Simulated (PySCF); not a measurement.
Ge(H)3(OAc) (C2H6GeO2), SMILES CC(=O)[O][GeH3].

Geometry optimised at B3LYP-D3(BJ)/def2-SVP.

Vertical ionisation energy (IE) and electron affinity (EA) in eV. Rows of orbital energies are one-electron estimates. Where ΔSCF, EOM or ADC give a negative EA the extra electron is unbound and the value depends on the basis.

| level | IE | EA |
|---|---|---|
| −ε(HOMO), −ε(LUMO), M06-2X/def2-TZVP (PySCF) | 9.71 | -0.92 |
| −ε(HOMO), −ε(LUMO), PBE/def2-TZVP (PySCF) | (withheld) | (withheld) |

### Question
Some entries are withheld; supply them. (Estimate from the structure and the level; the computed values follow.)

### Answer

- −ε(HOMO), −ε(LUMO), PBE/def2-TZVP (PySCF), IE: 6.32
- −ε(HOMO), −ε(LUMO), PBE/def2-TZVP (PySCF), EA: 0.90
